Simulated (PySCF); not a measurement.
LaO, doublet, geometry from GFN2-xTB (such geometries of metal compounds can be far from the true shape) (core potentials on La); SCAN/def2-SVP in PySCF.

The PySCF input:
```python
from pyscf import gto, scf, dft

mol = gto.Mole()
mol.atom = '''
    La   -0.000000   -0.000000   -0.248835
    O     0.000000    0.000000    1.772953
'''
mol.basis = 'def2-svp'
mol.ecp = {'La': 'def2-svp'}
mol.charge = 0
mol.spin = 1
mol.verbose = 5
mol.build()

mf = dft.UKS(mol)
mf.xc = 'scan'
mf.grids.prune = dft.gen_grid.sg1_prune
mf.kernel()
```

What the program printed (banner, timings and long lists left out):

```
PySCF version 2.14.0

[INPUT] verbose = 5
[INPUT] max_memory = 4000
[INPUT] num. atoms = 2
[INPUT] num. electrons = 19
[INPUT] charge = 0
[INPUT] spin (= nelec alpha-beta = 2S) = 1
[INPUT] symmetry False subgroup None
[INPUT] Mole.unit = angstrom
[INPUT] Symbol           X                Y                Z      unit          X                Y                Z       unit  Magmom
[INPUT]  1 La     0.000000000000   0.000000000000  -0.248835000000 AA    0.000000000000   0.000000000000  -0.470230000206 Bohr   0.0
[INPUT]  2 O      0.000000000000   0.000000000000   1.772953000000 AA    0.000000000000   0.000000000000   3.350395601726 Bohr   0.0
[INPUT] ---------------- BASIS SET ----------------
[INPUT] l, kappa, [nprim/nctr], expnt,             c_1 c_2 ...
[INPUT] O
[INPUT] 0    0    [5    /1   ]  2266.1767785      -0.0053431809926
                                340.87010191      -0.03989003923
                                77.363135167      -0.17853911985
                                21.47964494       -0.46427684959
                                6.6589433124      -0.44309745172
[INPUT] 0    0    [1    /1   ]  0.80975975668        1
[INPUT] 0    0    [1    /1   ]  0.25530772234        1
[INPUT] 1    0    [3    /1   ]  17.721504317      0.043394573193
                                3.863550544       0.23094120765
                                1.0480920883      0.51375311064
[INPUT] 1    0    [1    /1   ]  0.27641544411        1
[INPUT] 2    0    [1    /1   ]  1.2                  1
[INPUT] La
[INPUT] 0    0    [2    /1   ]  5.087399          -0.44173707857
                                4.270978          0.8581248972
[INPUT] 0    0    [1    /1   ]  2.1823803999         1
[INPUT] 0    0    [1    /1   ]  0.48954926461        1
[INPUT] 0    0    [1    /1   ]  0.2329203255         1
[INPUT] 0    0    [1    /1   ]  0.055595529876       1
[INPUT] 0    0    [1    /1   ]  0.022795184937       1
[INPUT] 1    0    [4    /1   ]  3.025161          -0.285802666549
                                2.382095          0.517183646437
                                0.67246658081     -0.448231159953
                                0.32519427171     -0.588648439296
[INPUT] 1    0    [1    /1   ]  0.13635489374        1
[INPUT] 1    0    [1    /1   ]  0.0251               1
[INPUT] 2    0    [4    /1   ]  1.2667182018      -0.174455793811
                                0.89049882672     0.251372362112
                                0.3294729104      0.446040682395
                                0.1339878883      0.448782771542
[INPUT] 2    0    [1    /1   ]  0.051275503081       1
[INPUT] 3    0    [1    /1   ]  0.25683              1

nuclear repulsion = 23.0328771171656
number of shells = 18
number of NR pGTOs = 81
number of NR cGTOs = 46
basis = def2-svp
ecp = {'La': 'def2-svp'}

******** <class 'pyscf.dft.uks.UKS'> ********
method = UKS
initial guess = minao
damping factor = 0
level_shift factor = 0
DIIS = <class 'pyscf.scf.diis.CDIIS'>
diis_start_cycle = 1
diis_space = 8
diis_damp = 0
SCF conv_tol = 1e-09
SCF conv_tol_grad = None
SCF max_cycles = 50
direct_scf = True
direct_scf_tol = 1e-13
number electrons alpha = 10  beta = 9
XC library pyscf.dft.libxc version 7.1.2
    S. Lehtola, C. Steigemann, M. J. T. Oliveira, and M. A. L. Marques,  SoftwareX 7, 1–5 (2018)
XC functionals = scan
    J. Sun, A. Ruzsinszky, and J. P. Perdew,  Phys. Rev. Lett. 115, 036402 (2015)
    J. Sun, A. Ruzsinszky, and J. P. Perdew,  Phys. Rev. Lett. 115, 036402 (2015)
radial grids:
    Treutler-Ahlrichs [JCP 102, 346 (1995); DOI:10.1063/1.469408] (M4) radial grids

becke partition: Becke, JCP 88, 2547 (1988); DOI:10.1063/1.454033
pruning grids: <function sg1_prune>
grids dens level: 3
symmetrized grids: False
atomic radii adjust function: <function treutler_atomic_radii_adjust>
small_rho_cutoff = 0
Set gradient conv threshold to 3.16228e-05
Density of valence part of ANO basis will be used as initial guess for La
Traceback (most recent call last):
  File "input.py", line 18, in <module>
  File "<string>", line 2, in kernel
  File "site-packages/pyscf/scf/hf.py", line 2099, in scf
  File "site-packages/pyscf/scf/hf.py", line 132, in kernel
  File "site-packages/pyscf/dft/uks.py", line 42, in get_veff
  File "site-packages/pyscf/dft/uks.py", line 192, in initialize_grids
  File "site-packages/pyscf/dft/rks.py", line 506, in initialize_grids
  File "site-packages/pyscf/dft/gen_grid.py", line 653, in build
  File "<string>", line 6, in gen_atomic_grids
  File "site-packages/pyscf/dft/gen_grid.py", line 318, in gen_atomic_grids
  File "site-packages/pyscf/dft/gen_grid.py", line 81, in sg1_prune
IndexError: index 57 is out of bounds for axis 0 with size 19
```

The input was rejected before any calculation.
